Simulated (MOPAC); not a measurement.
A run for MOPAC: AM1 on C2H9NS (a complex), monomers drawn apart or pushed together.

```
AM1 1SCF PRECISE CHARGE=0 THREADS=1
C2H9NS

C      0.41789694 1     0.39042539 1     0.46302077 1
N     -0.36244509 1    -0.81726267 1     0.73830265 1
H      1.42490951 1     0.26215137 1     0.86160730 1
H     -0.03481555 1     1.23311760 1     0.98713314 1
H      0.50299301 1     0.64915419 1    -0.59933612 1
H      0.06952974 1    -1.63557122 1     0.32693966 1
H     -1.29529510 1    -0.74310501 1     0.35045212 1
C      1.13476965 1     0.18314878 1     6.00759297 1
S     -0.67266033 1     0.00084457 1     5.85377507 1
H      1.52284359 1     0.90132420 1     5.28733811 1
H      1.33173117 1     0.55431325 1     7.01189307 1
H      1.63753731 1    -0.77434704 1     5.88450663 1
H     -0.66611241 1    -0.49384814 1     4.59252087 1
```

Program output:

```
*******************************************************************************
 **                                                                           **
 **                              MOPAC v23.2.5                                **
 **                                                                           **
 *******************************************************************************
 ** MOPAC's Digital Object Identifier: https://doi.org/10.5281/zenodo.6511958 **
 **                                                                           **
 ** Please cite the open-source release paper for use of this MOPAC version:  **
 ** J. E. Moussa and J. J. P. Stewart (2026)                                  **
 ** MOPAC: An open-source semiempirical molecular orbital program             **
 ** J. Open Source Softw., 11(119), 8025, https://doi.org/10.21105/joss.08025 **
 *******************************************************************************

                              AM1 CALCULATION RESULTS

 *******************************************************************************
 *  AM1        - The AM1 Hamiltonian to be used
 *
 *
 *
 *                 CHARGE ON SYSTEM = 0
 *
 *
 *
 *  PRECISE    - TIGHTER CRITERIA TO BE USED
 *  1SCF       - DO 1 SCF AND THEN STOP
 *  THREADS=1  - MULTI-THREADING NOT USED
 *  T=         - A TIME OF 172800.0 SECONDS REQUESTED
 *  DUMP=N     - RESTART FILE WRITTEN EVERY 7200.0 SECONDS REQUESTED
 *******************************************************************************
AM1 1SCF PRECISE CHARGE=0 THREADS=1
 C2H9NS

   ATOM   CHEMICAL          X               Y               Z
  NUMBER   SYMBOL      (ANGSTROMS)     (ANGSTROMS)     (ANGSTROMS)

     1       C          0.41789694  *   0.39042539  *   0.46302077  *
     2       N         -0.36244509  *  -0.81726267  *   0.73830265  *
     3       H          1.42490951  *   0.26215137  *   0.86160730  *
     4       H         -0.03481555  *   1.23311760  *   0.98713314  *
     5       H          0.50299301  *   0.64915419  *  -0.59933612  *
     6       H          0.06952974  *  -1.63557122  *   0.32693966  *
     7       H         -1.29529510  *  -0.74310501  *   0.35045212  *
     8       C          1.13476965  *   0.18314878  *   6.00759297  *
     9       S         -0.67266033  *   0.00084457  *   5.85377507  *
    10       H          1.52284359  *   0.90132420  *   5.28733811  *
    11       H          1.33173117  *   0.55431325  *   7.01189307  *
    12       H          1.63753731  *  -0.77434704  *   5.88450663  *
    13       H         -0.66611241  *  -0.49384814  *   4.59252087  *



          CARTESIAN COORDINATES

    NO.       ATOM           X           Y           Z

     1         C          0.4179      0.3904      0.4630
     2         N         -0.3624     -0.8173      0.7383
     3         H          1.4249      0.2622      0.8616
     4         H         -0.0348      1.2331      0.9871
     5         H          0.5030      0.6492     -0.5993
     6         H          0.0695     -1.6356      0.3269
     7         H         -1.2953     -0.7431      0.3505
     8         C          1.1348      0.1831      6.0076
     9         S         -0.6727      0.0008      5.8538
    10         H          1.5228      0.9013      5.2873
    11         H          1.3317      0.5543      7.0119
    12         H          1.6375     -0.7743      5.8845
    13         H         -0.6661     -0.4938      4.5925

  H: (AM1): M.J.S. DEWAR ET AL, J. AM. CHEM. SOC. 107 3902-3909 (1985)
  C: (AM1): M.J.S. DEWAR ET AL, J. AM. CHEM. SOC. 107 3902-3909 (1985)
  N: (AM1): M.J.S. DEWAR ET AL, J. AM. CHEM. SOC. 107 3902-3909 (1985)
  S: (AM1): M.J.S. DEWAR, Y-C YUAN, INORGANIC CHEMISTRY, 29, 3881:3890,  (1990)

           Empirical Formula: C2 H9 N S  =    13 atoms



      MOLECULAR POINT GROUP   :   C1


      RHF CALCULATION, NO. OF DOUBLY OCCUPIED LEVELS = 14


 -------------------------------------------------------------------------------
 AM1 1SCF PRECISE CHARGE=0 THREADS=1
 C2H9NS



     1SCF WAS SPECIFIED, SO BFGS WAS NOT USED
     SCF FIELD WAS ACHIEVED


                              AM1 CALCULATION
                                                       MOPAC v23.2.5 Linux




          FINAL HEAT OF FORMATION =         -8.46625 KCAL/MOL =     -35.42279 KJ/MOL


          COSMO AREA              =        150.12 SQUARE ANGSTROMS
          COSMO VOLUME            =        125.88 CUBIC ANGSTROMS

          IONIZATION POTENTIAL    =          8.834379 EV
          HOMO LUMO ENERGIES (EV) =         -8.834  1.023
          NO. OF FILLED LEVELS    =         14
          MOLECULAR WEIGHT        =         79.1598         POINT GROUP:  C1

          MOLECULAR DIMENSIONS (Angstroms)

            Atom       Atom       Distance
            H    11    H     5     7.65680
            H     4    H     6     2.88179
            H     3    H     7     2.70571


          SCF CALCULATIONS        =          1





   ATOM   CHEMICAL          X               Y               Z
  NUMBER   SYMBOL      (ANGSTROMS)     (ANGSTROMS)     (ANGSTROMS)

     1       C          0.41789694  *   0.39042539  *   0.46302077  *
     2       N         -0.36244509  *  -0.81726267  *   0.73830265  *
     3       H          1.42490951  *   0.26215137  *   0.86160730  *
     4       H         -0.03481555  *   1.23311760  *   0.98713314  *
     5       H          0.50299301  *   0.64915419  *  -0.59933612  *
     6       H          0.06952974  *  -1.63557122  *   0.32693966  *
     7       H         -1.29529510  *  -0.74310501  *   0.35045212  *
     8       C          1.13476965  *   0.18314878  *   6.00759297  *
     9       S         -0.67266033  *   0.00084457  *   5.85377507  *
    10       H          1.52284359  *   0.90132420  *   5.28733811  *
    11       H          1.33173117  *   0.55431325  *   7.01189307  *
    12       H          1.63753731  *  -0.77434704  *   5.88450663  *
    13       H         -0.66611241  *  -0.49384814  *   4.59252087  *

                             CARTESIAN COORDINATES

   1    C        0.417896940     0.390425390     0.463020770
   2    N       -0.362445090    -0.817262670     0.738302650
   3    H        1.424909510     0.262151370     0.861607300
   4    H       -0.034815550     1.233117600     0.987133140
   5    H        0.502993010     0.649154190    -0.599336120
   6    H        0.069529740    -1.635571220     0.326939660
   7    H       -1.295295100    -0.743105010     0.350452120
   8    C        1.134769650     0.183148780     6.007592970
   9    S       -0.672660330     0.000844570     5.853775070
  10    H        1.522843590     0.901324200     5.287338110
  11    H        1.331731170     0.554313250     7.011893070
  12    H        1.637537310    -0.774347040     5.884506630
  13    H       -0.666112410    -0.493848140     4.592520870


           Empirical Formula: C2 H9 N S  =    13 atoms



      MOLECULAR POINT GROUP   :   C1


                  EIGENVALUES
 -35.16632 -29.84883 -25.84496 -18.17061 -16.95742 -15.63124 -15.10437 -14.51968
 -14.19301 -13.28316 -12.73321 -11.45381 -10.01740  -8.83438   1.02259   1.81011
   3.59848   4.12630   4.14519   4.20338   4.25816   4.72603   4.87777   5.94589
   6.00765


              NET ATOMIC CHARGES AND DIPOLE CONTRIBUTIONS

  ATOM NO.   TYPE          CHARGE      No. of ELECS.   s-Pop       p-Pop
    1          C          -0.132652        4.1327     1.21995     2.91270
    2          N          -0.346141        5.3461     1.60179     3.74435
    3          H           0.078537        0.9215     0.92146
    4          H           0.082917        0.9171     0.91708
    5          H           0.040453        0.9595     0.95955
    6          H           0.137827        0.8622     0.86217
    7          H           0.139064        0.8609     0.86094
    8          C          -0.282127        4.2821     1.23093     3.05120
    9          S          -0.068878        6.0689     1.88382     4.18506
   10          H           0.092758        0.9072     0.90724
   11          H           0.108575        0.8914     0.89142
   12          H           0.092932        0.9071     0.90707
   13          H           0.056736        0.9433     0.94326
 DIPOLE           X         Y         Z       TOTAL
 POINT-CHG.     0.746     0.209    -0.657     1.016
 HYBRID         0.983    -0.293    -1.983     2.233
 SUM            1.729    -0.084    -2.640     3.157


          ATOMIC ORBITAL ELECTRON POPULATIONS

     Atom    s        px        py        pz
    1  C   1.21995   0.98946   0.93487   0.98837
    2  N   1.60179   1.06356   1.04686   1.63393
    3  H   0.92146
    4  H   0.91708
    5  H   0.95955
    6  H   0.86217
    7  H   0.86094
    8  C   1.23093   0.94324   1.04647   1.06148
    9  S   1.88382   1.08519   1.86808   1.23179
   10  H   0.90724
   11  H   0.89142
   12  H   0.90707
   13  H   0.94326

 **********************
 *                    *
 * JOB ENDED NORMALLY *
 *                    *
 **********************




 == MOPAC DONE ==
```

The run finished.

Cost: roughly 0.020 core-seconds.
